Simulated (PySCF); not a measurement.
Sb(Cl)2(OMe) (CH3Cl2OSb), SMILES C[O][Sb]([Cl])[Cl].

The structure is a stationary point at B3LYP-D3(BJ)/def2-SVP. The def2 effective core potentials stand for the cores of Sb; spin–orbit coupling is left out. The values are those of a single conformer.

Two levels are set side by side: TDDFT-PBE/def2-SVPD (PySCF) and TDDFT-CAM-B3LYP/def2-SVPD (PySCF). Vertical, same geometry. The lowest singlet is HOMO→LUMO 100 % with PBE and HOMO−1→LUMO 67 %, HOMO→LUMO+1 17 %, HOMO−2→LUMO 12 % with the other functional; states are paired by order. Differences are taken from unrounded values.

| quantity | TDDFT-PBE |
|---|---|
| lowest singlet excitation (eV) | 4.32 |
| lowest triplet excitation (TDA) (eV) | 4.23 |

Problem. These are the TDDFT-PBE values. What does TDDFT-CAM-B3LYP give? (An estimate is asked for; the answer gives what the named calculation found.)

Solution. 
```tsv
quantity	TDDFT-CAM-B3LYP	TDDFT-PBE minus TDDFT-CAM-B3LYP
lowest singlet excitation (eV)	5.66	-1.34
lowest triplet excitation (TDA) (eV)	4.70	-0.47
```

Functionals without exact exchange tend to place singlet excitations lower, as here. Differences between two approximate levels are no errors against the true value.

Rough cost on one machine, each run with all the roots and properties that it gave: TDDFT-CAM-B3LYP against TDDFT-PBE about 7 times.
